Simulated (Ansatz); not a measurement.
Abridged output of a molecular run in Ansatz:

```
Functional definition: HF
2515 factors; integrals over basis functions are off by at most 1.2e-3 eV
mean field evaluation 1: about -63072.0370 eV, gradient 5.8e1 eV
mean field evaluation 2: about -63072.3068 eV, gradient 5.8e1 eV
mean field evaluation 4: about -63079.6005 eV, gradient 6.0e0 eV
mean field evaluation 8: about -63079.7158 eV, gradient 6.3e-1 eV
mean field -63079.71646281 eV, -2318.1368230409 hartree, gradient 2.4e-6 eV, S^2 0.000000; 0 other end points of the search recorded, 0 dependent functions left out
16 core orbitals not correlated: weight in the atoms' cores, before any rotation towards them, 1.000 or more for the frozen orbitals, at most 0.000 for the correlated occupied ones
reference -63079.71646281 eV, -2318.1368230409 hartree; 29, 29 occupied and 374, 374 virtual orbitals, 2515 factors
second order -43.87483870 eV of doubles, -0.00000000 eV of singles
cycle   1  -43.77141444 eV  change    1.0e-1 eV  update   1.5e-1
cycle   2  -44.80948106 eV  change    -1.0e0 eV  update   4.4e-2
cycle   3  -45.04348104 eV  change   -2.3e-1 eV  update   2.2e-2
cycle   4  -45.03155667 eV  change    1.2e-2 eV  update   5.3e-3
cycle   5  -45.02676738 eV  change    4.8e-3 eV  update   2.4e-3
cycle   6  -45.02813239 eV  change   -1.4e-3 eV  update   7.0e-4
cycle   7  -45.02799470 eV  change    1.4e-4 eV  update   2.4e-4
cycle   8  -45.02784203 eV  change    1.5e-4 eV  update   7.4e-5
cycle   9  -45.02784587 eV  change   -3.8e-6 eV  update   2.7e-5
perturbative correction -1.69512862 eV, -0.0622948279 hartree
Total energy: -63126.43943731 eV, -2319.8538606837 hartree
```

Its atoms:

Cartesian coordinates in Å:
```
C 1.159 0.219 -1.532
C 0.358 0.117 -0.234
C 0.097 1.519 0.312
C 1.152 -0.691 0.789
C -0.970 -0.581 -0.540
Ga -2.159 -0.804 0.989
F -3.752 -1.523 0.894
F -1.824 -0.332 2.643
H 2.119 0.712 -1.358
H 1.361 -0.772 -1.948
H 0.615 0.796 -2.285
H -0.436 1.481 1.267
H -0.495 2.111 -0.392
H 1.037 2.049 0.484
H 0.625 -0.749 1.747
H 1.333 -1.709 0.432
H 2.123 -0.228 0.979
H -1.540 -0.032 -1.296
H -0.804 -1.583 -0.952
```

Task: Which basis set was used?
A. cc-pV(Q+d)Z
B. def2-TZVPPD
C. def2-TZVPP
D. def2-QZVPP

Result: C. It gives 419 functions.

Task: Write the keys of the input that set method, charge and spin (a neutral closed shell needs none for the last two).

Result: 
```yaml
correlation: {method: ccsd_t}
```
